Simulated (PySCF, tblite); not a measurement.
Isomers of C6H14Si3. Computed values, GFN2-xTB/tblite, gas phase, harmonic and unscaled. Errors from tens to a few hundred cm⁻¹ against measured bands are possible. Modes of hydrogen on silicon can be 10 to 20 % off. One conformer each.

Electronic energies: PBE0/pcSseg-1 single points on the GFN2-xTB geometries (PySCF, gas phase).

| SMILES | electronic energy, lowest = 0 (kcal/mol) |
| --- | --- |
| C=C(C)[Si@H]1[SiH2]C=CC[SiH2]1 | 0.0 |
| C=C[SiH2][C@@H]([SiH3])[SiH2]C#CC | 25.7 |
| C#C[C@H]1[SiH2][C@@H]([SiH2]CC)[SiH2]1 | 20.2 |
| C#C[SiH2][Si@@H]([SiH3])C1CCC1 | 41.1 |

Q: How do GFN2-xTB zero-point energies change the relative energies?

A: 
| SMILES | ZPE (kcal/mol) | of it from modes above 1550 cm⁻¹ | electronic (kcal/mol) | with ZPE, lowest = 0 (kcal/mol) | lowest mode (cm⁻¹) | rings |
| --- | --- | --- | --- | --- | --- | --- |
| C=C(C)[Si@H]1[SiH2]C=CC[SiH2]1 | 106.6 | 59.1 | 0.0 | 0.0 | 36 | 1 |
| C#C[C@H]1[SiH2][C@@H]([SiH2]CC)[SiH2]1 | 103.9 | 57.1 | 20.2 | 17.5 | 17 | 1 |
| C=C[SiH2][C@@H]([SiH3])[SiH2]C#CC | 100.9 | 58.0 | 25.7 | 20.0 | 17i | 0 |
| C#C[SiH2][Si@@H]([SiH3])C1CCC1 | 104.9 | 56.5 | 41.1 | 39.4 | 16 | 1 |

The zero-point energies span 5.7 kcal/mol, from `C=C[SiH2][C@@H]([SiH3])[SiH2]C#CC` to `C=C(C)[Si@H]1[SiH2]C=CC[SiH2]1`. Slightly imaginary modes are left out of the zero-point energy: `C=C[SiH2][C@@H]([SiH3])[SiH2]C#CC` 16.6i cm⁻¹. The order is unchanged.

Q: And how do the electronic energies of GFN2-xTB itself compare?

A: `C=C(C)[Si@H]1[SiH2]C=CC[SiH2]1` 0.0; `C#C[C@H]1[SiH2][C@@H]([SiH2]CC)[SiH2]1` 13.0; `C=C[SiH2][C@@H]([SiH3])[SiH2]C#CC` 16.4; `C#C[SiH2][Si@@H]([SiH3])C1CCC1` 15.2 kcal/mol, lowest = 0. Against the energies above, taken from the same isomer `C=C(C)[Si@H]1[SiH2]C=CC[SiH2]1`, the largest difference is 25.9 kcal/mol.
